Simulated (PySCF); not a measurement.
Species: Si(CF3)2Cl2, C₂Cl₂F₆Si.
Bonds: Si1–C2, Si1–C6, Si1–Cl10, Si1–Cl11, C2–F3, C2–F4, C2–F5, C6–F7, C6–F8, C6–F9.

Level of theory: TDDFT PBE0/def2-SVPD, vertical, gas phase, core orbitals frozen in the response in PySCF 2.14.0, density-fitted response routines. Isolated species at its PBE0-D3(BJ)/def2-SVP geometry, gas phase.

Each state is given a Gaussian of 0.4 eV full width at half maximum, with ε(max) = 2.175×10⁸ f / Δν̃ (Δν̃ the width in cm⁻¹). The width is an assumption, not a result. The curve ends short of the highest state used, and states not computed would add to its high-energy end.

| E (eV) | ε (L mol⁻¹ cm⁻¹) |
| --- | --- |
| 6.78 | 1 |
| 6.81 | 1 |
| 6.84 | 2 |
| 6.87 | 3 |
| 6.90 | 5 |
| 6.94 | 10 |
| 6.97 | 16 |
| 7.00 | 25 |
| 7.03 | 36 |
| 7.06 | 51 |
| 7.09 | 70 |
| 7.12 | 94 |
| 7.15 | 121 |
| 7.18 | 152 |
| 7.21 | 184 |
| 7.24 | 217 |
| 7.27 | 248 |
| 7.30 | 276 |
| 7.34 | 304 |
| 7.37 | 317 |
| 7.40 | 324 |
| 7.43 | 327 |
| 7.46 | 329 |
| 7.49 | 334 |
| 7.52 | 349 |
| 7.55 | 380 |
| 7.58 | 433 |
| 7.61 | 515 |
| 7.64 | 629 |
| 7.67 | 777 |
| 7.70 | 960 |
| 7.73 | 1173 |
| 7.77 | 1492 |
| 7.80 | 1745 |
| 7.83 | 2000 |
| 7.86 | 2245 |
| 7.89 | 2475 |
| 7.92 | 2682 |
| 7.95 | 2865 |
| 7.98 | 3024 |
| 8.01 | 3160 |
| 8.04 | 3274 |
| 8.07 | 3368 |
| 8.10 | 3439 |
| 8.13 | 3489 |
| 8.17 | 3520 |
| 8.20 | 3523 |
| 8.23 | 3515 |
| 8.26 | 3513 |
| 8.29 | 3533 |
| 8.32 | 3598 |
| 8.35 | 3729 |
| 8.38 | 3943 |
| 8.41 | 4252 |
| 8.44 | 4655 |
| 8.47 | 5141 |

(1) Locate the maxima and give the states behind the curve.

(2) Does any computed singlet lie in the visible range?

(3) Coming from long wavelengths, where does ε first pass 100 L mol⁻¹ cm⁻¹?

Results:

(1) 151 nm (8.19 eV), ε about 3500, made up of S3 (16%) and S5 (73%) (hardly more than a shoulder) (ε in L mol⁻¹ cm⁻¹; maxima over ε = 5, shares over 10%). At its high-energy end, 8.47 eV, the curve is still rising (ε about 5100, from S5, S7 and S8). The states used: S1 7.38 eV (f 0.0045); S2 7.68 eV (f 0.0001); S3 7.92 eV (f 0.030); S4 8.08 eV (f 0.0001); S5 8.20 eV (f 0.038); S6 8.28 eV (f 0.0014); S7 8.53 eV (f 0.023); S8 8.68 eV (f 0.091); S9 8.98 eV (f 0.078); S10 9.07 eV (f 0.0001).

(2) No computed singlet lies in the visible range (380 to 750 nm); the lowest, at 168 nm, stands 4.12 eV above its violet end (3.26 eV).

(3) At about 174 nm (7.13 eV), 0.25 eV below S1.

The vertical ionisation energy (ΔSCF) is 11.62 eV, 2.55 eV above S10.
